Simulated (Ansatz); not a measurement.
Ansatz (an electronic-structure program) input:

Ansatz 0.2 input:
```yaml
crystal:
  periodic: [false, false, false]
  atoms:
    - {symbol: B, position_ang: [-0.23786288, 0.00343873, 0.81000921]}
    - {symbol: B, position_ang: [0.20188960, -0.00291868, -0.68750716]}
    - {symbol: H, position_ang: [-0.56932867, 0.00823067, 1.93877017]}
    - {symbol: H, position_ang: [0.33858303, 1.02002683, -1.29056935]}
    - {symbol: H, position_ang: [0.41061205, -1.03085779, -1.26071108]}
basis:
  gaussian:
    orbitals: def2-TZVPD
hamiltonian:
  xc: {name: B2PLYP}
magnetization: {spin_polarized: true, initial_magnetization: 1}
correlation: {electrons: outside_noble_gas}
```

Question: Predict the final energy.

Answer: -51.34337 Eh (B2PLYP/def2-TZVPD). The basis has 101 functions.

It need not be the lowest isomer of its formula.
